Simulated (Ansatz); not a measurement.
Correlation energies of C₂H₄GeO (`C#[C][GeH2][OH]`) by basis set

```xyz
8

C    -1.443    1.421   -1.162
C    -0.729    0.606   -0.638
Ge    0.376   -0.717    0.144
O     1.165    0.101    1.511
H    -2.073    2.150   -1.619
H     1.427   -1.193   -0.873
H    -0.483   -1.890    0.646
H     1.760   -0.478    1.992
```

Total charge 0; spin multiplicity 1. Correlated methods include outer-core shells of Ge, which these sets cover unevenly. Scalar relativity is left out up to krypton. Geometry: relaxed with PBE0-D4/def2-TZVP. It is one conformer, not always the lowest. Frozen core, restricted reference, Ansatz.

| basis | HF (Eh) | MP2 corr. | CCSD corr. | (T) | CCSD(T) total |
| --- | --- | --- | --- | --- | --- |
| def2-SVP | -2227.86511 | -0.66689 | -0.68663 | -0.02263 | -2228.57437 |
| def2-TZVPP | -2228.31931 | -0.79871 | -0.81373 | -0.03506 | -2229.16810 |
| def2-QZVPP | -2228.36829 | -1.10069 | – | – | – |
